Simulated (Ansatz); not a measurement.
`[CH3][Nb]([NH2])(=[O])[Cl]` + H₂O → `[NH2][Nb](=[O])([OH])[Cl]` + CH₄ at 600 K and 1 bar (formal hydrolysis of the Nb–C bond).

Calculated with Ansatz (gas phase, PBE0-D4/def2-TZVP geometries, no zero-point term in ΔE). CCSD(T)/CBS adds triple-zeta CCSD(T) − MP2 to the extrapolated MP2 energy (def2 sets, frozen cores). This one scheme is used for every species. def2 core potentials past Kr. For Nb outer-core shells are correlated without core-valence functions, which leaves a few kJ/mol of doubt a bond. One conformer a species, not always the lowest.

| species | CCSD(T)/CBS energy (Eh) | H − E (kJ/mol) | S (J/(mol·K)) |
| --- | --- | --- | --- |
| `[CH3][Nb]([NH2])(=[O])[Cl]` | -687.79435 | 237.7 | 474.9 |
| H₂O | -76.37941 | 76.8 | 212.8 |
| `[NH2][Nb](=[O])([OH])[Cl]` | -723.76288 | 174.3 | 454.4 |
| CH₄ | -40.46206 | 140.4 | 215.7 |

H − E and S are ideal-gas, rigid-rotor, harmonic terms from PBE0-D4/def2-TZVP, for one conformer and one mirror image of each species. 1 Eh = 2625.50 kJ/mol, R = 8.31446 J/(mol·K).

Q: By hand: ΔE, ΔH, ΔS and ΔG.

A: ΔE = (-723.76288) + (-40.46206) − (-687.79435) − (-76.37941) = -0.05118 Eh = -134.4 kJ/mol. Δ(H − E) = 174.3 + 140.4 − 237.7 − 76.8 = 0.2, so ΔH = -134.2 kJ/mol. ΔS = 454.4 + 215.7 − 474.9 − 212.8 = -17.6 J/(mol·K). ΔG = -134.2 − 600 × (-17.6)/1000 = -123.6 kJ/mol.

Q: By hand: the equilibrium constant, and the temperature at which ΔG would vanish if ΔH and ΔS stayed fixed.

A: log₁₀ K = −ΔG/(RT ln 10) = 10.8. ΔG = 0 at ΔH/ΔS = 7625 K, far beyond where these terms or the molecules hold.

ΔH outweighs TΔS. A doubt of 5 kJ/mol in ΔE shifts log₁₀ K by 0.4 here. Other conformers and mirror images would add mixing entropy, several J/(mol·K) or more a flexible species. These are equilibria of isolated gas molecules and say nothing of rates. Largest T1 diagnostic: 0.022 (customary marks: 0.02 for closed shells, 0.045 for open ones).
